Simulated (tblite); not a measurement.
C3H8B2OSi.
Atom-mapped SMILES: `[BH2:1][Si:2]([BH2:3])([OH:4])[C:5]#[C:6][CH3:7]` (hydrogens: H8, H9 on B1; H10, H11 on B3; H12 on O4; H13, H14, H15 on C7)

Computed with GFN2-xTB (tblite), gas phase: L-BFGS steps from a force-field or distance-geometry start until the largest atomic force falls under 0.01 eV/Å.

Step 119: E = -508.4324 eV
```
atom  x, y, z in Å  |  force x, y, z in eV/Å
B1     -2.0509   -1.5459    0.0880    0.012   0.012   0.002
Si2    -1.2389    0.2237   -0.2080    0.016  -0.011   0.018
B3     -1.7717    1.5928    1.0877   -0.008  -0.003  -0.015
O4     -1.5705    0.8534   -1.7086   -0.027  -0.056  -0.048
C5      0.6223   -0.0042   -0.1281   -0.002   0.000  -0.009
C6      1.8216   -0.1125   -0.0745    0.006  -0.021   0.016
C7      3.2618   -0.2584   -0.0118   -0.008  -0.010  -0.008
H8     -2.7122   -2.0866   -0.7124   -0.010  -0.002  -0.027
H9     -1.9361   -2.0920    1.1163    0.012   0.005   0.001
H10    -2.4262    2.5205    0.8169   -0.018   0.016  -0.019
H11    -1.4721    1.4611    2.2091    0.012   0.015   0.049
H12    -1.4300    0.3470   -2.5051    0.006   0.047   0.045
H13     3.6806    0.4493    0.7044   -0.008  -0.004  -0.020
H14     3.6953   -0.0699   -0.9939    0.019   0.017   0.005
H15     3.5225   -1.2706    0.2981   -0.001  -0.004   0.009
```

Step 120: E = -508.4326 eV
```
atom  x, y, z in Å  |  force x, y, z in eV/Å
B1     -2.0525   -1.5477    0.0893    0.005   0.007  -0.049
Si2    -1.2409    0.2224   -0.2069    0.018  -0.009   0.007
B3     -1.7729    1.5932    1.0878    0.016  -0.013   0.023
O4     -1.5704    0.8525   -1.7081   -0.033  -0.039  -0.026
C5      0.6210   -0.0033   -0.1275   -0.006  -0.005  -0.005
C6      1.8203   -0.1126   -0.0733    0.005  -0.015   0.011
C7      3.2607   -0.2584   -0.0122   -0.017  -0.010  -0.005
H8     -2.7107   -2.0921   -0.7134    0.008   0.018   0.001
H9     -1.9354   -2.0928    1.1166    0.008  -0.008   0.024
H10    -2.4262    2.5212    0.8165   -0.026   0.021  -0.020
H11    -1.4681    1.4648    2.2100   -0.002   0.017   0.008
H12    -1.4231    0.3521   -2.5067    0.009   0.030   0.036
H13     3.6802    0.4494    0.7037   -0.009  -0.010  -0.022
H14     3.6932   -0.0698   -0.9948    0.018   0.015   0.007
H15     3.5202   -1.2711    0.2972    0.006   0.001   0.009
```

**Question.** Estimate the geometry and energy of step 121. (The exact step hangs on the optimiser's Hessian estimate; all steps are aligned on step 120, rigid shifts and turns removed.)

**Answer.** E = -508.4329 eV, largest force 0.057 eV/Å
```
atom  x, y, z in Å  |  force x, y, z in eV/Å
B1     -2.0522   -1.5491    0.0896    0.010   0.003  -0.033
Si2    -1.2401    0.2208   -0.2064    0.010  -0.002   0.002
B3     -1.7723    1.5926    1.0881    0.007  -0.002   0.019
O4     -1.5742    0.8524   -1.7063   -0.029  -0.039  -0.028
C5      0.6221   -0.0028   -0.1304   -0.003  -0.008  -0.001
C6      1.8212   -0.1133   -0.0739   -0.004  -0.008   0.005
C7      3.2615   -0.2587   -0.0120   -0.014  -0.010  -0.004
H8     -2.7103   -2.0935   -0.7131    0.008   0.017   0.002
H9     -1.9361   -2.0935    1.1181    0.006  -0.002   0.009
H10    -2.4253    2.5210    0.8129   -0.013   0.005  -0.011
H11    -1.4696    1.4665    2.2116   -0.004   0.017  -0.003
H12    -1.4246    0.3575   -2.5080    0.009   0.029   0.048
H13     3.6805    0.4492    0.7041   -0.009  -0.011  -0.020
H14     3.6952   -0.0698   -0.9941    0.015   0.011   0.009
H15     3.5198   -1.2715    0.2981    0.012   0.002   0.007
```

The energy changes by -0.0003 eV. The first-order estimate −F·Δx gives -0.0004 eV and the mean of the old and new forces, exact on a quadratic surface, -0.0003 eV. The step makes an angle of 73° with the force vector and moves no atom by more than 0.006 Å.

The cost below is that of the whole relaxation. Time: 1.6 s of wall time. Hardware: one thread, AMD EPYC 7R43 (x86_64), shared host.
